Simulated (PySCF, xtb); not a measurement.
TeHI, SMILES [TeH]I.

The structure is a stationary point at PBE0-D3(BJ)/def2-TZVP. The def2 effective core potentials stand for the cores of I, Te; spin–orbit coupling is left out.

Method: C-PCM-ωB97X/def2-SVP (PySCF).

The values are the electrostatic part of the solvation free energy, E(continuum) − E(gas) at the gas-phase geometry, in a cavity of scaled van der Waals radii (PySCF's table); cavitation and dispersion terms are not included. In vacuum the orbital gap is 7.68 eV. The dipole moment in vacuum is 1.24 D.

Estimate the values in water (ε = 78.36), benzene (ε = 2.27), chloroform (ε = 4.71). (The exact figures need the calculation; the answer reports its results.)


```tsv
solvent	ε	ΔG(elec) (kcal/mol)	dipole (D)	gap (eV)
water	78.36	-2.7	1.84	7.83
benzene	2.27	-1.4	1.52	7.76
chloroform	4.71	-2.1	1.68	7.80
```

For comparison, GFN2-xTB/ALPB(water) (xtb, at the GFN2-xTB geometry, all terms of that model) gives -2.3 kcal/mol.
